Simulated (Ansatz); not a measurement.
| atom | x (Å) | y (Å) | z (Å) |
| --- | --- | --- | --- |
| C | 0.0451 | -0.0245 | -0.1582 |
| H | -0.0272 | 0.9037 | 0.5936 |
| H | 0.1003 | -0.8599 | 0.5156 |

Basis set: cc-pVDZ (spherical functions). Left uncorrelated: 1 orbital. Charge 0, multiplicity 1.

Computed with Ansatz (development build ahead of 0.2.0); each method stands on the lowest determinant of its kind that the runs found. Restricted open shells among the atoms or ions are ROHF, correlated in semicanonical orbitals with singles.

The atomization energy at this shape (free ground-state atoms in the same class of orbitals less the molecule, no zero-point energy) of singlet CH₂:

| method | atomization energy |
| --- | --- |
| RHF | 5.31 eV |

(1) What does RHF-MP2 give?

## Answers

(1) 6.82 eV. Caution: another spin multiplicity may lie lower.
